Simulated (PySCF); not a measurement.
## Ionisation energy of Zn by level of theory

Zn [Ar] 3d10 4s2 (1S) → Zn⁺ [Ar] 3d10 4s1 (2S), as a difference of total energies. All numbers are calculated (PySCF 2.14, the non-relativistic Hamiltonian (point nucleus), in def2-QZVPPD). Correlated levels: valence: [Ar] frozen. The calculations carry no spin-orbit coupling.

| method | ionisation energy (eV) |
| --- | --- |
| UHF | 7.623 |
| MP2 (valence) | 8.986 |
| SCS-MP2 (valence) | 9.007 |
| CCSD (valence) | 9.011 |
| CCSD(T) (valence) | 9.142 |

Task: How much does correlation contribute at CCSD(T) (valence)?

Result: 9.142 − (7.623) = 1.519 eV, measured against UHF.

These non-relativistic numbers lack the scalar-relativistic shift.

Errors of the correlated levels include the incompleteness of this basis and the frozen core.

For comparison: 9.394 eV (measured; NIST Atomic Spectra Database, ionization energies).
